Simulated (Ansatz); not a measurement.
Breaking a bond: In2(mu-Cl)2(Me)4, C4H12Cl2In2, singlet. The In1–C17 bond (In1 also carries C, Cl, Cl; C17 carries H, H, H) is varied alone, starting from the PBE0/def2-SVP, def2 effective core potentials past Kr optimised geometry.

Methods: UKS-PBE0 = unrestricted PBE0/def2-SVP, def2 effective core potentials past Kr run with Ansatz (a first-principles code); RKS-PBE0 = restricted PBE0/def2-SVP, def2 effective core potentials past Kr in Ansatz; UKS-B3LYP = unrestricted B3LYP/def2-SVP, def2 effective core potentials past Kr run with Ansatz; RKS-B3LYP = restricted B3LYP/def2-SVP, def2 effective core potentials past Kr run with Ansatz; UKS-PBE = Ansatz with unrestricted PBE/def2-SVP, def2 effective core potentials past Kr; RKS-PBE = restricted PBE/def2-SVP, def2 effective core potentials past Kr (Ansatz).

Scanned distances (Å): 1.76, 1.88, 2.02, 2.08, 2.14, 2.23, 2.30, 2.44, 2.58, 2.81, 3.11, 3.52, 3.99, 4.46, 5.27, 6.22.

**Question.** Where does the unrestricted solution first break spin symmetry (<S²> of 0.01 or more)?

**Answer.** UKS-PBE0: between 3.11 and 3.52 Å; UKS-B3LYP: between 3.11 and 3.52 Å; UKS-PBE: between 3.11 and 3.52 Å.

```json
[
 {"R / Å": "1.76", "<S²> UKS-PBE0": "0.00", "E(RKS-PBE0) − E(UKS-PBE0) / kJ/mol": "0.0", "<S²> UKS-B3LYP": "0.00", "E(RKS-B3LYP) − E(UKS-B3LYP) / kJ/mol": "0.0", "<S²> UKS-PBE": "0.00", "E(RKS-PBE) − E(UKS-PBE) / kJ/mol": "0.0"},
 {"R / Å": "1.88", "<S²> UKS-PBE0": "0.00", "E(RKS-PBE0) − E(UKS-PBE0) / kJ/mol": "0.0", "<S²> UKS-B3LYP": "0.00", "E(RKS-B3LYP) − E(UKS-B3LYP) / kJ/mol": "0.0", "<S²> UKS-PBE": "0.00", "E(RKS-PBE) − E(UKS-PBE) / kJ/mol": "0.0"},
 {"R / Å": "2.02", "<S²> UKS-PBE0": "0.00", "E(RKS-PBE0) − E(UKS-PBE0) / kJ/mol": "0.0", "<S²> UKS-B3LYP": "0.00", "E(RKS-B3LYP) − E(UKS-B3LYP) / kJ/mol": "0.0", "<S²> UKS-PBE": "0.00", "E(RKS-PBE) − E(UKS-PBE) / kJ/mol": "0.0"},
 {"R / Å": "2.08", "<S²> UKS-PBE0": "0.00", "E(RKS-PBE0) − E(UKS-PBE0) / kJ/mol": "0.0", "<S²> UKS-B3LYP": "0.00", "E(RKS-B3LYP) − E(UKS-B3LYP) / kJ/mol": "0.0", "<S²> UKS-PBE": "0.00", "E(RKS-PBE) − E(UKS-PBE) / kJ/mol": "0.0"},
 {"R / Å": "2.14", "<S²> UKS-PBE0": "0.00", "E(RKS-PBE0) − E(UKS-PBE0) / kJ/mol": "0.0", "<S²> UKS-B3LYP": "0.00", "E(RKS-B3LYP) − E(UKS-B3LYP) / kJ/mol": "0.0", "<S²> UKS-PBE": "0.00", "E(RKS-PBE) − E(UKS-PBE) / kJ/mol": "0.0"},
 {"R / Å": "2.23", "<S²> UKS-PBE0": "0.00", "E(RKS-PBE0) − E(UKS-PBE0) / kJ/mol": "0.0", "<S²> UKS-B3LYP": "0.00", "E(RKS-B3LYP) − E(UKS-B3LYP) / kJ/mol": "0.0", "<S²> UKS-PBE": "0.00", "E(RKS-PBE) − E(UKS-PBE) / kJ/mol": "0.0"},
 {"R / Å": "2.30", "<S²> UKS-PBE0": "0.00", "E(RKS-PBE0) − E(UKS-PBE0) / kJ/mol": "0.0", "<S²> UKS-B3LYP": "0.00", "E(RKS-B3LYP) − E(UKS-B3LYP) / kJ/mol": "0.0", "<S²> UKS-PBE": "0.00", "E(RKS-PBE) − E(UKS-PBE) / kJ/mol": "0.0"},
 {"R / Å": "2.44", "<S²> UKS-PBE0": "0.00", "E(RKS-PBE0) − E(UKS-PBE0) / kJ/mol": "0.0", "<S²> UKS-B3LYP": "0.00", "E(RKS-B3LYP) − E(UKS-B3LYP) / kJ/mol": "0.0", "<S²> UKS-PBE": "0.00", "E(RKS-PBE) − E(UKS-PBE) / kJ/mol": "0.0"},
 {"R / Å": "2.58", "<S²> UKS-PBE0": "0.00", "E(RKS-PBE0) − E(UKS-PBE0) / kJ/mol": "0.0", "<S²> UKS-B3LYP": "0.00", "E(RKS-B3LYP) − E(UKS-B3LYP) / kJ/mol": "0.0", "<S²> UKS-PBE": "0.00", "E(RKS-PBE) − E(UKS-PBE) / kJ/mol": "0.0"},
 {"R / Å": "2.81", "<S²> UKS-PBE0": "0.00", "E(RKS-PBE0) − E(UKS-PBE0) / kJ/mol": "0.0", "<S²> UKS-B3LYP": "0.00", "E(RKS-B3LYP) − E(UKS-B3LYP) / kJ/mol": "0.0", "<S²> UKS-PBE": "0.00", "E(RKS-PBE) − E(UKS-PBE) / kJ/mol": "0.0"},
 {"R / Å": "3.11", "<S²> UKS-PBE0": "0.00", "E(RKS-PBE0) − E(UKS-PBE0) / kJ/mol": "0.0", "<S²> UKS-B3LYP": "0.00", "E(RKS-B3LYP) − E(UKS-B3LYP) / kJ/mol": "0.0", "<S²> UKS-PBE": "0.00", "E(RKS-PBE) − E(UKS-PBE) / kJ/mol": "0.0"},
 {"R / Å": "3.52", "<S²> UKS-PBE0": "0.60", "E(RKS-PBE0) − E(UKS-PBE0) / kJ/mol": "19.0", "<S²> UKS-B3LYP": "0.51", "E(RKS-B3LYP) − E(UKS-B3LYP) / kJ/mol": "11.3", "<S²> UKS-PBE": "0.11", "E(RKS-PBE) − E(UKS-PBE) / kJ/mol": "0.2"},
 {"R / Å": "3.99", "<S²> UKS-PBE0": "0.87", "E(RKS-PBE0) − E(UKS-PBE0) / kJ/mol": "60.7", "<S²> UKS-B3LYP": "0.83", "E(RKS-B3LYP) − E(UKS-B3LYP) / kJ/mol": "44.9", "<S²> UKS-PBE": "0.70", "E(RKS-PBE) − E(UKS-PBE) / kJ/mol": "17.0"},
 {"R / Å": "4.46", "<S²> UKS-PBE0": "0.96", "E(RKS-PBE0) − E(UKS-PBE0) / kJ/mol": "98.6", "<S²> UKS-B3LYP": "0.95", "E(RKS-B3LYP) − E(UKS-B3LYP) / kJ/mol": "77.4", "<S²> UKS-PBE": "0.90", "E(RKS-PBE) − E(UKS-PBE) / kJ/mol": "39.6"},
 {"R / Å": "5.27", "<S²> UKS-PBE0": "1.00", "E(RKS-PBE0) − E(UKS-PBE0) / kJ/mol": "142.3", "<S²> UKS-B3LYP": "1.00", "E(RKS-B3LYP) − E(UKS-B3LYP) / kJ/mol": "115.6", "<S²> UKS-PBE": "0.99", "E(RKS-PBE) − E(UKS-PBE) / kJ/mol": "67.2"},
 {"R / Å": "6.22", "<S²> UKS-PBE0": "1.01", "E(RKS-PBE0) − E(UKS-PBE0) / kJ/mol": "167.0", "<S²> UKS-B3LYP": "1.01", "E(RKS-B3LYP) − E(UKS-B3LYP) / kJ/mol": "137.6", "<S²> UKS-PBE": "1.00", "E(RKS-PBE) − E(UKS-PBE) / kJ/mol": "81.8"}
]
```
